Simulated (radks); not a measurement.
The tantalum ion Ta33+, 40 electrons, occupied as [Kr] 4d4. Calculated with a radial shooting solver on a logarithmic mesh with Libxc functionals: Dirac Kohn-Sham, PBE, spin-unpolarised, spherical densities, finite nucleus; open shells fill j = l - 1/2 first; Fermi nuclear charge, rms radius 5.3507 fm.

Unscreened Slater integrals over Kohn-Sham orbitals (cm^-1). Large and small components are both included. Empty in this configuration: 4d5/2.

F0(4d3/2,4d3/2): 454620
F2(4d3/2,4d3/2): 231630
F0(4d3/2,4p3/2): 449530
F2(4d3/2,4p3/2): 230110
G1(4d3/2,4p3/2): 282450
G3(4d3/2,4p3/2): 181740
F0(4d3/2,4p1/2): 461350
G1(4d3/2,4p1/2): 297820
F0(4d3/2,4s1/2): 460290
G2(4d3/2,4s1/2): 228820
F0(4d3/2,4d5/2): 451280
F2(4d3/2,4d5/2): 230110
G2(4d3/2,4d5/2): 229120
G4(4d3/2,4d5/2): 156090
F0(4p3/2,4p3/2): 445960
F2(4p3/2,4p3/2): 232600
F0(4p3/2,4p1/2): 457090
G2(4p3/2,4p1/2): 233870
F0(4p3/2,4s1/2): 456120
G1(4p3/2,4s1/2): 306740
F0(4p3/2,4d5/2): 446380
F2(4p3/2,4d5/2): 229050
G1(4p3/2,4d5/2): 283620
G3(4p3/2,4d5/2): 182080
F0(4p1/2,4p1/2): 469580
F0(4p1/2,4s1/2): 468360
G1(4p1/2,4s1/2): 314670
F0(4p1/2,4d5/2): 457850
G3(4p1/2,4d5/2): 187790
F0(4s1/2,4s1/2): 467450
F0(4s1/2,4d5/2): 456860
G2(4s1/2,4d5/2): 227970
F0(4d5/2,4d5/2): 448040
F2(4d5/2,4d5/2): 228770
F4(4d5/2,4d5/2): 155820
